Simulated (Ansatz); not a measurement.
# Ligand exchange: CH3Br + SiH2(CH3)2 → C2H6 + SiH2(CH3)Br

Gas-phase species: CH3Br (bromomethane) `CBr`, singlet; SiH2(CH3)2 (dimethylsilane), singlet; C2H6 (ethane) `CC`, singlet; SiH2(CH3)Br, singlet. The partners trade Br for CH3: C–Br and Si–CH3 bonds give way to C–CH3 and Si–Br.

Shapes, held fixed at every level: PBE0-D4/def2-TZVP. Programs: Ansatz 0.2.0. The zero-point and thermal change to 298 K, harmonic and unscaled (PBE0-D4/def2-TZVP), is +5.3 kJ/mol.

| level | kind | ΔH(298 K) (kJ/mol) | less CCSD(T)/def2-TZVPP |
| --- | --- | --- | --- |
| r2SCAN-D4/def2-TZVPP | meta-GGA | -107.7 | -3.0 |
| B3LYP-D4/def2-TZVPP | global hybrid | -104.8 | -0.1 |
| BHLYP-D4/def2-TZVPP | global hybrid | -111.8 | -7.1 |
| PBE0-D4/def2-TZVPP | global hybrid | -108.0 | -3.3 |
| CCSD(T)/def2-SVP | coupled cluster or CI | -118.2 | -13.5 |
| CCSD/def2-SVP | coupled cluster or CI | -119.7 | -15.0 |
| CCSD/def2-TZVPP | coupled cluster or CI | -106.5 | -1.8 |
| CCSD(T)/def2-TZVPP | coupled cluster or CI | -104.7 | 0.0 |

The highest level, CCSD(T)/def2-TZVPP, gives ΔH(298 K) = -104.7 kJ/mol; the levels span -119.7 to -104.7. The column of differences is taken from that level and isn't an error. No measured value is set beside it here. Relativity is left out for Br. Outer-core shells of Br are correlated, in sets that cover them unevenly.
